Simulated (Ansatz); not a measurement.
Reactions of CH$_{6}$AlFSSi, SMILES `[CH3][Al]([F])[S][SiH3]`.

Computed with Ansatz on PBE0-D4/def2-TZVP structures; ΔE is electronic, products minus reactants. CCSD(T)/CBS is the MP2 limit (def2-TZVPP, def2-QZVPP) plus CCSD(T) − MP2 in def2-TZVPP, frozen cores. This one scheme is used for every species. Functionals use def2-TZVPP. For Ge, Se, Zn outer-core shells are correlated without core-valence functions, which leaves a few kJ/mol of doubt a bond. Scalar relativity is left out up to krypton. One conformer a species, not always the lowest.

```tsv
reaction	CCSD(T)/CBS(def2) (kJ/mol)
`[CH3][Al]([F])[S][SiH3]` + `O=C([SiH3])S` → `O=C([SiH3])S[SiH3]` + `[CH3][Al]([F])[SH]`	-1
`[CH3][Al]([F])[S][SiH3]` + H₂S → `[CH3][Al]([F])[SH]` + `[SiH3]S`	7
`[CH3][Al]([F])[S][SiH3]` + `NC(N)S` → `NC(S)N[SiH3]` + `[CH3][Al]([F])[SH]`	12
`[CH3][Al]([F])[S][SiH3]` + `BOC` → `COB[SiH3]` + `[CH3][Al]([F])[SH]`	82
`[CH3][Al]([F])[S][SiH3]` + `C[NH][ZnH]` → `C[N](C)[ZnH]` + `[F][AlH][S][SiH3]`	80
`[CH3][Al]([F])[S][SiH3]` + `NC[SeH]` → `NC[Se][SiH3]` + `[CH3][Al]([F])[SH]`	-9
`[CH3][Al]([F])[S][SiH3]` + CH₃SH → `C[S][Al]([CH3])[F]` + `[SiH3]S`	?
`[CH3][Al]([F])[S][SiH3]` + `C[NH][GeH3]` → `C[N](C)[GeH3]` + `[F][AlH][S][SiH3]`	?
`[CH3][Al]([F])[S][SiH3]` + `NN` → `NN[SiH3]` + `[CH3][Al]([F])[SH]`	?
```

(1) Fill in the missing values. (An estimate is asked.)

Largest T1 diagnostic: 0.017, for `O=C([SiH3])S`.

Answers

(1) Computed: `[CH3][Al]([F])[S][SiH3]` + CH₃SH → `C[S][Al]([CH3])[F]` + `[SiH3]S`: +15.6 kJ/mol; `[CH3][Al]([F])[S][SiH3]` + `C[NH][GeH3]` → `C[N](C)[GeH3]` + `[F][AlH][S][SiH3]`: +75.6 kJ/mol; `[CH3][Al]([F])[S][SiH3]` + `NN` → `NN[SiH3]` + `[CH3][Al]([F])[SH]`: +22.3 kJ/mol.
